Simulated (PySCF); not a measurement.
Geometries of 5 isomers of C4H7F3Si, from PySCF, PBE0-D3(BJ)/def2-SVP geometry optimisation, gas phase. One conformer each, no zero-point energy, no frequencies.

Question: Which isomer lies lowest at this level?
A.
```xyz
15
angstrom
F      3.536   -0.153    0.590
C      2.543    0.399   -0.120
F      2.937    0.386   -1.400
F      2.445    1.677    0.256
C      1.269   -0.353    0.064
C      0.152    0.204    0.538
C     -1.149   -0.493    0.715
Si    -2.405   -0.026   -0.635
H      1.322   -1.410   -0.216
H      0.180    1.270    0.791
H     -1.604   -0.223    1.683
H     -1.028   -1.588    0.698
H     -1.912   -0.492   -1.964
H     -2.586    1.457   -0.671
H     -3.718   -0.674   -0.336
```
B.
```xyz
15
angstrom
C     -2.430    0.437    0.201
Si    -0.827   -0.479    0.452
C      0.598    0.305    1.346
C      0.747    0.298   -0.189
C      1.873   -0.478   -0.776
F      1.959   -1.711   -0.248
F      1.741   -0.620   -2.099
F      3.062    0.109   -0.566
H     -3.140    0.218    1.013
H     -2.902    0.155   -0.752
H     -2.246    1.522    0.189
H     -0.900   -1.960    0.458
H      1.285   -0.359    1.883
H      0.510    1.289    1.818
H      0.657    1.277   -0.675
```
C.
```xyz
15
angstrom
C     -2.187    0.176   -0.363
C     -0.808   -0.365   -0.072
C     -0.212   -0.168    1.338
Si     0.727    0.682   -0.012
C      2.342   -0.193   -0.581
F      2.238   -1.519   -0.398
F      3.425    0.217    0.095
F      2.595    0.010   -1.883
H     -2.402    0.163   -1.442
H     -2.962   -0.423    0.145
H     -2.300    1.216   -0.018
H     -0.632   -1.372   -0.474
H      0.219   -1.047    1.830
H     -0.804    0.453    2.022
H      0.745    2.151   -0.196
```
D.
```xyz
15
angstrom
F      1.556   -0.772   -1.184
C      1.768   -0.034   -0.077
F      2.570    0.978   -0.425
F      2.459   -0.812    0.769
C      0.485    0.458    0.519
C     -0.519   -0.681    0.862
C     -1.455   -0.674   -0.377
Si    -0.827    1.074   -0.736
H      0.746    1.111    1.363
H     -0.033   -1.648    1.071
H     -1.078   -0.403    1.769
H     -2.519   -0.861   -0.179
H     -1.108   -1.382   -1.144
H     -0.401    1.469   -2.110
H     -1.661    2.158   -0.137
```
E.
```xyz
15
angstrom
C     -2.806   -0.021   -0.066
C     -1.762   -0.163    0.754
C     -0.434    0.503    0.591
Si     0.855   -0.680   -0.108
C      2.541    0.264   -0.149
F      2.919    0.638    1.085
F      2.445    1.386   -0.885
F      3.541   -0.464   -0.665
H     -3.739   -0.562    0.105
H     -2.767    0.645   -0.934
H     -1.855   -0.845    1.610
H     -0.049    0.874    1.556
H     -0.495    1.366   -0.092
H      0.540   -1.084   -1.506
H      1.046   -1.880    0.755
```

Answer: D. That is `FC(F)(F)[C@H]1[SiH2]CC1`, 4.8 kcal/mol below the next.

| SMILES | atoms numbered as above | E (Eh) | relative (kcal/mol) | relative (kJ/mol) | dipole (D) |
| --- | --- | --- | --- | --- | --- |
| FC(F)(F)[C@@H]1CC[SiH2]1 | [F:1][C:2]([F:3])([F:4])[C@@H:5]1[CH2:6][CH2:7][SiH2:8]1 | -744.64967 | 0.0 | 0.0 | 2.29 |
| C[Si@@H]1C[C@H]1C(F)(F)F | [CH3:1][Si@@H:2]1[CH2:3][C@H:4]1[C:5]([F:6])([F:7])[F:8] | -744.64199 | 4.8 | 20.2 | 3.45 |
| FC(F)(F)/C=C/C[SiH3] | [F:1][C:2]([F:3])([F:4])/[CH:5]=[CH:6]/[CH2:7][SiH3:8] | -744.63400 | 9.8 | 41.2 | 2.81 |
| C=CC[SiH2]C(F)(F)F | [CH2:1]=[CH:2][CH2:3][SiH2:4][C:5]([F:6])([F:7])[F:8] | -744.62365 | 16.3 | 68.3 | 2.10 |
| C[C@@H]1C[Si@H]1C(F)(F)F | [CH3:1][C@@H:2]1[CH2:3][Si@H:4]1[C:5]([F:6])([F:7])[F:8] | -744.61284 | 23.1 | 96.7 | 2.24 |

As drawn, the lowest has a four-membered ring, which the highest lacks; the highest has a three-membered ring, which the lowest lacks.
